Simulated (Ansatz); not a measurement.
niobium atom (Nb), sextet (all electrons, no relativity).

The Ansatz (an electronic-structure program) input:
Ansatz 0.2 input:
```yaml
crystal:
  periodic: [false, false, false]
  atoms:
    - {symbol: Nb, position_ang: [0.00000000, 0.00000000, 0.00000000]}
basis:
  gaussian:
    orbitals: 3-21G.json
hamiltonian:
  xc: {name: B97M-V}
magnetization: {spin_polarized: true, initial_magnetization: 5}
```
The basis file holds 3-21G in the JSON format of the Basis Set Exchange.

Task: What does this run give for the total energy, number of basis functions, <S^2>?

Result: 
```yaml
total_energy: -3737.1315 Eh
number_of_basis_functions: 39
"<S^2>": 8.750
```
